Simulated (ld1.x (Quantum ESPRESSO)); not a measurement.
gold (Au), TM: configuration errors across variants

Au, norm-conserving Troullier–Martins (Kleinman–Bylander form), made with ld1.x (Quantum ESPRESSO) 7.5 (LDA (PZ), fully relativistic). Core [Xe] 4f14, reference 5d10 6s1 6p0. Waves: 6s (bound): rc 1.95 bohr; 6p (bound, empty): rc 3.85 bohr; 5d (bound): rc 2.15 bohr. Local part: all-electron potential smoothed inside 2.95 bohr (lloc = -1). Core correction: none.

Open shells are filled in proportion to 2j + 1 (rel_dist='average').

All-electron excitation energies from the reference (eV): (1) 5d10 6s0 6p0 9.790; (2) 5d9 6s0 6p0 31.312; (3) 5d8 6s0 6p0 65.481; (4) 5d10 6s0.5 6p0 3.956; (5) 5d7 6s0 6p0 113.464; (6) 5d10 6s0 6p1 5.343; (7) 5d9 6s1 6p1 7.470.

Tests that are not counted but printed errors over 1 eV. “local potential the d channel”: 5d9 6s1 6p1 (solver errors, printed error -2.6 eV).

2 further variants failed, have other tests or another functional or relativity, and are left out.

A true bound ghost makes a file unfit for plane-wave use even where its test errors are small: the radial tests pick states by their node count and pass the ghost by. Where a test does run into it, the solver fails or the error is huge.

The file “local potential the d channel” misses its own reference levels by 0.9 eV.

Errors AE − PS in meV (a dash: test not solved or not reliable):

| change | (1) | (2) | (3) | (4) | (5) | (6) | (7) | bound ghosts |
| --- | --- | --- | --- | --- | --- | --- | --- | --- |
| base | -1.2 | -38 | -218 | -0.4 | -580 | +5.6 | -33 | none |
| local potential the d channel | -4.2 | +12 | -20 | -1.3 | -134 | +10 | – | s, p3/2 |
| all radii scaled by about 1.03 (s 2.02, p 3.98, d 2.22 bohr); local potential all-electron potential smoothed inside 3.06 bohr (lloc = -1) | -2.2 | -49 | -252 | -0.7 | -636 | +5.5 | -37 | none |
| core correction a·sin(br)/r model core inside 1.08 bohr | -9.6 | -75 | -353 | -2.1 | -941 | +2.2 | -46 | none |
| wave 5d (bound): rc 2.15 bohr becomes 5d (bound): rc 1.30 bohr | -1.7 | -37 | -220 | -0.5 | -596 | +5.4 | -34 | none |
| wave 6s (bound): rc 1.95 bohr becomes 6s (bound): rc 2.22 bohr | -3.3 | -35 | -208 | -0.9 | -559 | +4.5 | -35 | none |
| local potential all-electron potential smoothed inside 4.12 bohr (lloc = -1) | -5.6 | -141 | -549 | -2.4 | -1226 | +4.7 | -103 | s |
| wave 6p (bound): rc 3.85 bohr becomes 6p (bound): rc 5.48 bohr | -1.2 | -38 | -218 | -0.4 | -580 | +13 | -5.0 | none |

**Question.** Give the same row for: local potential all-electron potential smoothed inside 1.54 bohr (lloc = -1).

**Answer.** -0.5, +13, -15, -0.2, -124, +5.5, –; bound ghosts: s, p3/2, p1/2. Not counted: 5d9 6s1 6p1 (solver errors, printed error -2.3 eV).
